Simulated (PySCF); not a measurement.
C₆H₁₁N.
SMILES with atom numbers: `[CH3:1][NH:2][CH:3]1[CH2:4][CH:5]=[CH:6][CH2:7]1`

Geometry (GFN2-xTB, Å), atoms numbered from 1 in this order:
```xyz
18
C6H11N angstrom
C      2.435   -0.285   -0.518
N      1.280    0.560   -0.741
C      0.126    0.184    0.056
C     -0.987    1.246   -0.037
C     -2.244    0.443   -0.178
C     -1.993   -0.833   -0.409
C     -0.523   -1.117   -0.465
H      2.745   -0.328    0.538
H      2.204   -1.298   -0.845
H      3.266    0.089   -1.112
H      1.527    1.523   -0.532
H      0.401    0.042    1.119
H     -1.008    1.903    0.834
H     -0.837    1.864   -0.927
H     -3.215    0.904   -0.115
H     -2.722   -1.609   -0.569
H     -0.215   -1.291   -1.499
H     -0.246   -1.990    0.126
```

Definitions: NICS(0) = −σiso at the ring centroid; NICS(1) = −σiso and NICS(1)zz = −σzz at ±1 Å along the ring normal z. Level: GIAO PBE0/pcSseg-1 (PySCF, non-relativistic, gas phase) on the GFN2-xTB geometry, one conformer.

Ring bond lengths (Å), with Mayer bond orders in brackets: C3–C4 1.541 (1.01), C4–C5 1.498 (1.04), C5–C6 1.321 (1.89), C6–C7 1.498 (1.05), C7–C3 1.544 (0.99).

Q: What do the NICS probes read (ppm)?

A: 
```csv
ring,type,NICS(0),"NICS(1), two faces","NICS(1)zz, two faces",rms pucker (Å),"centre to ring atoms, mean (Å)"
C3–C4–C5–C6–C7,"5-membered carbocycle; formal bonds 1 double, 4 single",-1.7,-1.9 / -3.5,0.2 / -2.7,0.08,1.25
```

Q: What can be read from them?

A: 
- C3–C4–C5–C6–C7: mean NICS(1)zz -1.3 ppm, near zero. C3, C4, C7 have four or more neighbours; no verdict on aromaticity is drawn.

Q: What is the mean of the two in-plane components of NICS at the second NICS(1) probe listed for ring C3–C4–C5–C6–C7, 1 Å off the ring?

A: The isotropic value is a third of the trace: (3 × -3.5 − (-2.7))/2 = -3.9 ppm.

Q: Give the inner angles of the rings and the Hirshfeld charges of the ring atoms.

A: 
- C3–C4–C5–C6–C7: C3 104.8° (+0.023 e), C4 104.0° (-0.076 e), C5 112.0° (-0.053 e), C6 112.1° (-0.051 e), C7 103.9° (-0.079 e); sum 536.9° against 540° for a flat convex ring.
